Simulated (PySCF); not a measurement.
**Correlation energy of Zn⁺ (zinc, charge +1)**

[Ar] 3d10 4s1, 2S determinant. Computed with PySCF 2.14 in cc-pVDZ-PP with ECP10MDF, with a scalar-relativistic core potential. Frozen: 3s2 3p6; 11 electrons correlated.

MP2 pair energies summed by pair of shells (mhartree):

```csv
pair,energy,share (%)
3d-3d,-364.50,95.6
3d-4s,-16.85,4.4
```

Total MP2 correlation energy: -381.35 mhartree.

Same-spin part -142.52 and opposite-spin part -238.82 mhartree; SCS-MP2 scales them by 1/3 and 6/5 to -334.10 mhartree.

```json
{"level": "CCSD", "correlation energy (mhartree)": "-345.10"}
{"level": "(T)", "correlation energy (mhartree)": "-6.27"}
{"level": "CCSD(T)", "correlation energy (mhartree)": "-351.37"}
```

Diagnostics: T1 = 0.0084, D1 = 0.0189, largest double amplitude 0.022.

**Question.** Is a single reference adequate?

**Answer.** Yes: T1 lies below 0.03 and no double amplitude reaches 0.07.
